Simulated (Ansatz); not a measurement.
Geometry optimisation, RKS PBE/def2-SVP (Ansatz 0.2.0).

Input:

```yaml
crystal:
  periodic: [false, false, false]
  atoms:
    - { symbol: Sn, position_ang: [0.34909, 0.292392, -0.202805] }
    - { symbol: H, position_ang: [-1.428733, 0.282543, 2.142773] }
    - { symbol: Cl, position_ang: [1.905033, 0.310086, -1.971993] }
    - { symbol: O, position_ang: [-1.189055, 1.4901, -0.620013] }
    - { symbol: H, position_ang: [-1.390457, 1.415368, -1.575154] }
    - { symbol: O, position_ang: [-0.164596, -1.617616, 0.037511] }
    - { symbol: H, position_ang: [-0.671248, -1.689724, 0.872227] }
    - { symbol: O, position_ang: [1.203378, 1.003314, 1.426128] }
    - { symbol: Si, position_ang: [2.780218, 1.560783, 1.676992] }
    - { symbol: H, position_ang: [3.779313, 0.440685, 1.561556] }
    - { symbol: H, position_ang: [3.149661, 2.642115, 0.697789] }
    - { symbol: H, position_ang: [2.80825, 2.115179, 3.071951] }
    - { symbol: H, position_ang: [-0.763455, 0.507976, 2.314838] }
basis:
  gaussian: { orbitals: def2-SVP }
hamiltonian:
  xc: pbe
relax:
  f_tol: 0.03
  max_steps: 50
```

Launched with:

```bash
$ ansatz run input.yaml --threads 4 --pin off --max-ram 5120MiB --backend cpu --events-out ev --progress --plain --runs-dir out
```

Q: Where does it end, and by what steps?

A: The run converged. The force dipped under the threshold on the way, but the program's further checks kept it going. After 19 steps the energy has fallen by 0.106 eV; H2 moved furthest, 1.42 Å.

```json
{"step": "0", "energy less start (eV)": "0.0000", "largest force component (eV/Å)": "1.800", "accepted": "yes"}
{"step": "1", "energy less start (eV)": "-0.0721", "largest force component (eV/Å)": "0.095", "accepted": "yes"}
{"step": "2", "energy less start (eV)": "-0.0808", "largest force component (eV/Å)": "0.032", "accepted": "yes"}
{"step": "3", "energy less start (eV)": "-0.0828", "largest force component (eV/Å)": "0.059", "accepted": "yes"}
{"step": "4", "energy less start (eV)": "-0.0845", "largest force component (eV/Å)": "0.098", "accepted": "yes"}
{"step": "5", "energy less start (eV)": "-0.0861", "largest force component (eV/Å)": "0.330", "accepted": "yes"}
{"step": "6", "energy less start (eV)": "-0.0890", "largest force component (eV/Å)": "0.264", "accepted": "yes"}
{"step": "7", "energy less start (eV)": "-0.0930", "largest force component (eV/Å)": "0.031", "accepted": "yes"}
{"step": "8", "energy less start (eV)": "-0.0956", "largest force component (eV/Å)": "0.229", "accepted": "yes"}
{"step": "9", "energy less start (eV)": "-0.0973", "largest force component (eV/Å)": "0.168", "accepted": "yes"}
{"step": "10", "energy less start (eV)": "-0.0994", "largest force component (eV/Å)": "0.090", "accepted": "yes"}
{"step": "11", "energy less start (eV)": "-0.1018", "largest force component (eV/Å)": "0.111", "accepted": "yes"}
{"step": "12", "energy less start (eV)": "-0.1031", "largest force component (eV/Å)": "0.107", "accepted": "yes"}
{"step": "13", "energy less start (eV)": "-0.1043", "largest force component (eV/Å)": "0.086", "accepted": "yes"}
{"step": "14", "energy less start (eV)": "-0.1050", "largest force component (eV/Å)": "0.073", "accepted": "yes"}
{"step": "15", "energy less start (eV)": "-0.1055", "largest force component (eV/Å)": "0.078", "accepted": "yes"}
{"step": "16", "energy less start (eV)": "-0.1059", "largest force component (eV/Å)": "0.051", "accepted": "yes"}
{"step": "17", "energy less start (eV)": "-0.1060", "largest force component (eV/Å)": "0.030", "accepted": "yes"}
{"step": "18", "energy less start (eV)": "-0.1062", "largest force component (eV/Å)": "0.012", "accepted": "yes"}
{"step": "19", "energy less start (eV)": "-0.1063", "largest force component (eV/Å)": "0.024", "accepted": "yes"}
```

```xyz
13
Properties=species:S:1:pos:R:3
Sn 0.354 0.373 -0.460
H -0.994 -0.550 3.206
Cl 2.118 -0.295 -1.874
O -0.691 1.856 -1.285
H -1.097 1.534 -2.116
O -0.766 -1.214 -0.023
H -0.959 -1.169 0.938
O 1.068 1.095 1.248
Si 2.609 1.674 1.634
H 3.633 0.571 1.608
H 3.044 2.756 0.680
H 2.513 2.235 3.024
H -0.465 -0.113 2.852
```

Whether the end is a true minimum wasn't checked by a vibrational analysis.

The run took 45 s on 4 threads of Arm Neoverse V1, with other jobs on the host, peak memory 0.21 GiB.
